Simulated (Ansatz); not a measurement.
Compare A (`NC1O[SiH2][Se]1`) with its isomer B (`N[SiH]1OC[Se]1`).

Computed with Ansatz on PBE0-D4/def2-TZVP structures; ΔE is electronic, products minus reactants. CCSD(T)/CBS is the MP2 limit (def2-TZVPP, def2-QZVPP) plus CCSD(T) − MP2 in def2-TZVPP, frozen cores. DFT in def2-TZVPP. B3LYP here is the variant with VWN-RPA as its local correlation; programs differ in this. For Se outer-core shells are correlated without core-valence functions, which leaves a few kJ/mol of doubt a bond. Scalar relativity is left out up to krypton. One conformer a species, not always the lowest.

A:

```xyz
10

N    -1.089    1.367    0.619
C    -0.536    0.081    0.606
O     0.884    0.016    0.399
Si    1.021   -1.031   -0.884
Se   -1.236   -1.009   -0.943
H    -0.814    1.889    1.442
H    -0.864    1.889   -0.218
H    -0.781   -0.435    1.535
H     1.752   -0.449   -2.039
H     1.663   -2.318   -0.517
```

B:

```xyz
10

N     0.5850    1.8381   -0.4529
Si    0.5779    0.3310    0.3030
O     0.2368   -1.0011   -0.6389
C    -0.8761   -1.5730    0.0126
Se   -1.2689   -0.2672    1.4742
H     1.4163    2.3994   -0.5229
H    -0.2104    2.2373   -0.9213
H     1.9014    0.2280    0.9594
H    -0.6295   -2.5429    0.4446
H    -1.7326   -1.6495   -0.6577
```

(1) Which isomer does CCSD(T)/CBS put lower? Give the gap. (Best estimate.)

(2) Give E(B) − E(A) in kcal/mol with ωB97M-V, MP2/def2-TZVPP, B3LYP-D4, CCSD/def2-TZVPP, HF/def2-TZVPP, B2PLYP, CCSD(T)/def2-TZVPP. (An estimate is asked.)

Largest T1 diagnostic: 0.011.

Results:

(1) Computed: B, by 27.9 kcal/mol.

(2) Ansatz gave: ωB97M-V -27.6, MP2/def2-TZVPP -28.0, B3LYP-D4 -26.9, CCSD/def2-TZVPP -27.7, HF/def2-TZVPP -28.8, B2PLYP -27.6, CCSD(T)/def2-TZVPP -27.2. None reverses the order clearly.

From PBE to PBE0 (25 % exact exchange), in def2-TZVPP and without D4, E(B) − E(A) moves by −1.3 kcal/mol. In def2-TZVPP, CCSD(T) changes the Hartree–Fock value by +1.6 kcal/mol (the triples alone add +0.6 kcal/mol) and MP2 by +0.8 kcal/mol.
